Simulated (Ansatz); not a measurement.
FH3O2Si2, 8 atoms. The species carries charge 0 and has multiplicity 1. The bonds changed during the relaxation, so this is another structure than the one it started from. All runs use 2 threads of an Arm Neoverse N1 on a shared host. Correlated methods freeze the cores.

(1) How many basis functions does each run have, and how long does it take in Ansatz? RHF-MP2/def2-QZVPP energy; RKS PBE0-D4/def2-QZVPP energy; RKS B97M-V/def2-TZVPP energy; RKS PBE0-D4/def2-SVP energy; RHF-CCSD(T)/def2-SVP energy; RKS ωB97M-V/def2-QZVPP energy; RKS B3LYP-D4/def2-TZVPP energy and forces; RKS ωB97M-V/def2-SVP energy; RHF-CCSD(T)/def2-TZVPP energy; RKS PBE0-D4/def2-TZVP relaxation (15 steps); RKS ωB97M-V/def2-TZVPP energy and forces; RKS PBE-D4/def2-TZVPP energy and forces. (Best estimate.)

Results:

(1) The calculation gave: Other jobs shared the machine, so times are rough.

| level | job | functions | wall time | peak host memory (GiB) |
| --- | --- | --- | --- | --- |
| RKS PBE0-D4/def2-SVP | energy | 93 | 2.8 s | 0.41 |
| RKS PBE-D4/def2-TZVPP | energy and forces | 219 | 7 s | 0.27 |
| RHF-CCSD(T)/def2-SVP | energy | 93 | 9.5 s | 0.41 |
| RKS B3LYP-D4/def2-TZVPP | energy and forces | 219 | 11 s | 0.57 |
| RKS ωB97M-V/def2-SVP | energy | 93 | 13 s | 0.41 |
| RKS B97M-V/def2-TZVPP | energy | 219 | 19 s | 0.34 |
| RKS PBE0-D4/def2-QZVPP | energy | 401 | 22 s | 1.2 |
| RKS ωB97M-V/def2-TZVPP | energy and forces | 219 | 30 s | 0.71 |
| RHF-MP2/def2-QZVPP | energy | 401 | 44 s | 1.9 |
| RKS ωB97M-V/def2-QZVPP | energy | 401 | 53 s | 1.4 |
| RKS PBE0-D4/def2-TZVP | relaxation (15 steps) | 185 | 2.1 min | 0.45 |
| RHF-CCSD(T)/def2-TZVPP | energy | 219 | 4.4 min | 3.3 |

B3LYP here is the variant with VWN-RPA as its local correlation; programs differ in this.
